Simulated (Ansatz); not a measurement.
System: H3Si (cation, charge +1), singlet: umbrella (inversion) coordinate, bond length relaxed. Scanned: angle between the Si-H bonds and the threefold axis (90 = planar). Other coordinates (Si-H bond length) were minimised at B3LYP/def2-TZVP.

The free coordinates were minimised at B3LYP/def2-TZVP in PySCF; the energy column is CCSD(T) on RHF/aug-cc-pVQZ, frozen core (Ansatz, a first-principles code), in kcal/mol.

```json
[
 {"a / °": "90", "Si-H bond length / Å": "1.468", "E": "0.0"},
 {"a / °": "93.90", "Si-H bond length / Å": "1.468", "E": "0.8"},
 {"a / °": "96.90", "Si-H bond length / Å": "1.469", "E": "2.6"},
 {"a / °": "99.90", "Si-H bond length / Å": "1.470", "E": "5.3"},
 {"a / °": "102.90", "Si-H bond length / Å": "1.472", "E": "9.0"},
 {"a / °": "105.90", "Si-H bond length / Å": "1.474", "E": "13.8"},
 {"a / °": "108.90", "Si-H bond length / Å": "1.477", "E": "19.5"},
 {"a / °": "111.90", "Si-H bond length / Å": "1.481", "E": "26.3"},
 {"a / °": "114.90", "Si-H bond length / Å": "1.485", "E": "34.2"},
 {"a / °": "117.90", "Si-H bond length / Å": "1.490", "E": "43.1"},
 {"a / °": "120.90", "Si-H bond length / Å": "1.495", "E": "53.2"},
 {"a / °": "123.90", "Si-H bond length / Å": "1.502", "E": "64.4"},
 {"a / °": "126.90", "Si-H bond length / Å": "1.509", "E": "76.9"},
 {"a / °": "129.90", "Si-H bond length / Å": "1.516", "E": "90.6"},
 {"a / °": "132", "Si-H bond length / Å": "1.522", "E": "100.9"}
]
```
